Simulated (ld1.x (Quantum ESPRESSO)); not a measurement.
**An all-electron radial function and its pseudo partner (chlorine (Cl))**

Columns: radius, all-electron u(r) and pseudo u(r) of the 3s shell (level -21.12 eV) of chlorine in the configuration [Ne] 3s1.5 3p5.5; BP86, scalar-relativistic, ultrasoft scheme, ld1.x (Quantum ESPRESSO) 7.5.

```tsv
r (bohr)	all-electron	pseudo
0.062	0.2189	0.0406
0.125	-0.0194	0.0826
0.188	-0.2670	0.1261
0.250	-0.4065	0.1708
0.312	-0.4372	0.2180
0.375	-0.3825	0.2685
0.438	-0.2716	0.3217
0.500	-0.1321	0.3764
0.562	0.0190	0.4329
0.625	0.1716	0.4914
0.688	0.3146	0.5501
0.750	0.4413	0.6069
0.812	0.5517	0.6616
0.875	0.6464	0.7138
0.938	0.7235	0.7610
1.000	0.7833	0.8017
1.062	0.8282	0.8355
1.125	0.8599	0.8619
1.188	0.8792	0.8794
1.250	0.8877	0.8877
1.312	0.8873	0.8873
1.375	0.8793	0.8793
1.438	0.8649	0.8649
1.500	0.8457	0.8457
1.562	0.8226	0.8226
1.625	0.7961	0.7961
```

Q: How many radial nodes do the two functions have?

A: The all-electron 3s function has n − l − 1 = 2; the pseudo-wave has 0, since the states of the same l below it are removed with the core.

Q: At about which radius was the pseudo-wave matched?

A: 1.25 bohr, where the columns begin to agree (steps of 0.06 bohr).

Q: Is the pseudo-wave norm-conserving?

A: No, it belongs to an ultrasoft set: the norm inside the radius is not constrained, and the difference is carried by the augmentation charge.
